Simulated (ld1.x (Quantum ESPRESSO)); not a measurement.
# Reading a pseudo-wave (In)

Columns: radius, all-electron u(r) and pseudo u(r) of the 5p shell (level -2.52 eV) of indium in the configuration [Kr] 4d10 5s2 5p1; PBEsol, scalar-relativistic, PAW scheme, ld1.x (Quantum ESPRESSO) 7.5.

| r (bohr) | all-electron | pseudo |
| --- | --- | --- |
| 0.143 | -0.0225 | -0.0051 |
| 0.285 | -0.1290 | -0.0201 |
| 0.428 | 0.0276 | -0.0444 |
| 0.570 | 0.1746 | -0.0766 |
| 0.713 | 0.2223 | -0.1156 |
| 0.855 | 0.1857 | -0.1591 |
| 0.998 | 0.1014 | -0.2058 |
| 1.140 | -0.0003 | -0.2534 |
| 1.283 | -0.1034 | -0.3007 |
| 1.425 | -0.1976 | -0.3456 |
| 1.568 | -0.2804 | -0.3874 |
| 1.710 | -0.3498 | -0.4247 |
| 1.853 | -0.4072 | -0.4574 |
| 1.995 | -0.4528 | -0.4849 |
| 2.138 | -0.4885 | -0.5077 |
| 2.280 | -0.5151 | -0.5255 |
| 2.423 | -0.5343 | -0.5390 |
| 2.565 | -0.5467 | -0.5483 |
| 2.708 | -0.5536 | -0.5539 |
| 2.850 | -0.5556 | -0.5556 |
| 2.992 | -0.5537 | -0.5537 |
| 3.135 | -0.5484 | -0.5484 |
| 3.278 | -0.5404 | -0.5404 |
| 3.420 | -0.5301 | -0.5301 |
| 3.563 | -0.5179 | -0.5179 |
| 3.705 | -0.5043 | -0.5043 |

Question: How many radial nodes do the two functions have?

Answer: The all-electron 5p function has n − l − 1 = 3 (the table is too coarse to show those close to the nucleus); the pseudo-wave has 0, since the states of the same l below it are removed with the core.

Question: At about which radius was the pseudo-wave matched?

Answer: 2.85 bohr, where the columns begin to agree (steps of 0.14 bohr).

Question: Is the pseudo-wave norm-conserving?

Answer: No, it belongs to a PAW set: the norm inside the radius is not constrained, and the difference is carried by the augmentation charge.
